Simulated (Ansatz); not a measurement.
One change: `N=[C](O)[GeH2][NH2]` becomes `BBC(=N)O`.

Ansatz, PBE0-D4/def2-TZVP geometries, multiplicity 1. Each molecule was computed in one conformer, which needn't be the lowest.

Scalar relativity is left out up to krypton.

| property | `N=[C](O)[GeH2][NH2]` |
| --- | --- |
| size of the dipole moment (B3LYP/def2-TZVPP) / D | 0.72 |
| LUMO energy (B3LYP/def2-TZVPP) / eV | -0.55 |
| LUMO energy (PBE0/def2-TZVPP) / eV | -0.29 |
| HOMO energy (PBE/def2-TZVPP) / eV | -5.75 |
| size of the dipole moment (ωB97M-V/def2-TZVPP) / D | 0.72 |
| HOMO energy (B3LYP/def2-TZVPP) / eV | -6.94 |

Give the same properties after the change, and the shifts. (Best estimate.)

Computed: 
```json
{"property": "size of the dipole moment (B3LYP/def2-TZVPP) / D", "`BBC(=N)O`": "1.95", "shift": "1.23"}
{"property": "LUMO energy (B3LYP/def2-TZVPP) / eV", "`BBC(=N)O`": "-2.03", "shift": "-1.48"}
{"property": "LUMO energy (PBE0/def2-TZVPP) / eV", "`BBC(=N)O`": "-1.81", "shift": "-1.52"}
{"property": "HOMO energy (PBE/def2-TZVPP) / eV", "`BBC(=N)O`": "-6.53", "shift": "-0.78"}
{"property": "size of the dipole moment (ωB97M-V/def2-TZVPP) / D", "`BBC(=N)O`": "1.98", "shift": "1.26"}
{"property": "HOMO energy (B3LYP/def2-TZVPP) / eV", "`BBC(=N)O`": "-7.76", "shift": "-0.82"}
```

With PBE0 the HOMO falls by 0.82 eV and the LUMO falls by 1.52 eV, so the gap narrows by about 0.70 eV. PBE moves the HOMO by -0.78 eV and ωB97M-V by -0.84 eV. Dipoles are sizes alone; their direction can turn.

B3LYP here is the variant with VWN-RPA as its local correlation; programs differ in this.
